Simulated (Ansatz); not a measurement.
Strength of the Si–H bond: CH9NSi2 → CH8NSi2 + H

Species: CH9NSi2 `CN([SiH3])[SiH3]`, singlet; CH8NSi2 `CN([SiH2])[SiH3]`, doublet; H atom, doublet. 

Shapes, held fixed at every level: PBE0-D4/def2-TZVP. Flexible molecules stand in one conformer, not always the lowest. Programs: Ansatz 0.2.0. The zero-point and thermal change to 298 K, harmonic and unscaled (PBE0-D4/def2-TZVP), is -19.3 kJ/mol.

```json
{"level": "HF/def2-SVP", "kind": "Hartree–Fock", "ΔH(298 K) (kJ/mol)": "+301.6", "less CCSD(T)/CBS estimate": "-81.6"}
{"level": "HF/def2-TZVPP", "kind": "Hartree–Fock", "ΔH(298 K) (kJ/mol)": "+301.4", "less CCSD(T)/CBS estimate": "-81.8"}
{"level": "wB97X-V/def2-TZVPP", "kind": "range-separated hybrid", "ΔH(298 K) (kJ/mol)": "+380.0", "less CCSD(T)/CBS estimate": "-3.2"}
{"level": "MP2/def2-SVP", "kind": "perturbation theory", "ΔH(298 K) (kJ/mol)": "+354.5", "less CCSD(T)/CBS estimate": "-28.7"}
{"level": "CCSD(T)/def2-TZVPP", "kind": "coupled cluster or CI", "ΔH(298 K) (kJ/mol)": "+376.1", "less CCSD(T)/CBS estimate": "-7.1"}
{"level": "CCSD/def2-TZVPP", "kind": "coupled cluster or CI", "ΔH(298 K) (kJ/mol)": "+376.8", "less CCSD(T)/CBS estimate": "-6.4"}
{"level": "CCSD(T)/CBS estimate", "kind": "coupled cluster or CI", "ΔH(298 K) (kJ/mol)": "+383.2", "less CCSD(T)/CBS estimate": "0.0"}
```

The highest level, CCSD(T)/CBS estimate, gives ΔH(298 K) = +383.2 kJ/mol; the levels span +301.4 to +383.2. The column of differences is taken from that level and isn't an error. Hartree–Fock misses the correlation of the pair that is broken and comes out low. No measured value is set beside it here. Open shells run unrestricted unless RO is named. The CBS estimate extrapolates MP2 from def2-TZVPP and def2-QZVPP and adds CCSD(T) − MP2 in the triple-zeta set, cores frozen.
